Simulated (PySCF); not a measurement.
CH2O2, charge -1, doublet, at a GFN2-xTB geometry (a state made from the parent by changing its charge; the spin is typed, not shown lowest) (in this run its highest filled SCF level lies above zero, so its values depend strongly on the basis, on diffuse functions most of all). Base run: B3LYP/cc-pVTZ (PySCF).

PySCF was given this input:
```python
from pyscf import gto, scf, dft

mol = gto.Mole()
mol.atom = '''
    O     0.881652   -0.798003   -0.045411
    C    -0.449991   -0.195814    0.203391
    O    -0.574421    1.063372   -0.055258
    H     1.433281   -0.024883   -0.206212
    H    -1.191180   -0.923176   -0.208778
'''
mol.basis = 'cc-pvtz'
mol.charge = -1
mol.spin = 1
mol.verbose = 4
mol.build()

mf = dft.UKS(mol)
mf.xc = 'b3lyp'
mf.kernel()
mf.analyze()
```

The base run was repeated with changes; each row names its change, and settings that it needs were set with it.

| change | ΔE vs base (mEh) | fitting functions |
|---|---|---|
| base | 0.000 | - |
| auxbasis = even-tempered beta=3.0 | -0.152 | 353 |
| auxbasis = def2-svp-ri | -12.075 | 172 |
| auxbasis = def2-universal-jkfit | -0.038 | 265 |
| auxbasis = cc-pvdz-jkfit | -0.032 | 256 |
| exchange = seminumerical (SGX) (with mf = sgx.sgx_fit(mf, auxbasis='def2-universal-jfit'); with mf.with_df.dfj = True) | -0.196 | 169 |
| auxbasis = autoaux | -0.008 | 581 |
| auxbasis = cc-pvqz-jkfit | -0.014 | 420 |
| auxbasis = default (with mf = mf.density_fit()) | -0.021 | 297 |
| auxbasis = cc-pvtz-jkfit | -0.021 | 297 |

A fitting set is made for a task (jfit for Coulomb, jkfit for Coulomb and exchange, ri for correlation) and for a family of orbital bases.

Open shells are given as the SCF converged; they aren't shown to be the lowest states, and a large step between rows can be another state.
